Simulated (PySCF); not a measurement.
**Se (selenium, neutral) across methods**

[Ar] 3d10 4s2 4p4, high-spin 3P determinant. All numbers are calculated (PySCF 2.14, scalar relativity through the core potential, in aug-cc-pVTZ-PP with one added diffuse shell each of s, d, f type with ECP10MDF (7s5p5d3f, 68 functions)). The B2PLYP total includes its PT2 part (frozen core); its orbital energies are those of the SCF part.

| method | E (hartree) | mean ε 4s β (eV) | mean ε 4p α (eV) | mean ε 4p β (eV) | Σ⟨r²⟩ (bohr²) | ⟨S²⟩ |
| --- | --- | --- | --- | --- | --- | --- |
| CAM-B3LYP | -373.1106 | -19.426 | -9.645 | -8.217 | 40.42 | 2.003 |
| UHF | -371.86269 | -20.810 | -11.590 | -9.452 | 40.40 | 2.011 |
| LDA | -372.5752 | -16.636 | -7.176 | -5.783 | 40.52 | 2.002 |
| r2SCANh | -373.0047 | -16.920 | -7.992 | -6.401 | 40.02 | 2.006 |
| B2PLYP | -372.7371 | -18.997 | -9.472 | -7.812 | 40.40 | 2.005 |
| r2SCAN | -373.0046 | -16.367 | -7.527 | -5.972 | 40.05 | 2.006 |
| PBE | -373.1217 | -16.215 | -7.111 | -5.687 | 40.56 | 2.003 |
| BP86 | -373.2823 | -16.407 | -7.184 | -5.840 | 40.46 | 2.003 |
| PBE0 | -373.0947 | -17.649 | -8.404 | -6.842 | 40.25 | 2.004 |

Energies and moments cover only the electrons outside the core potential.
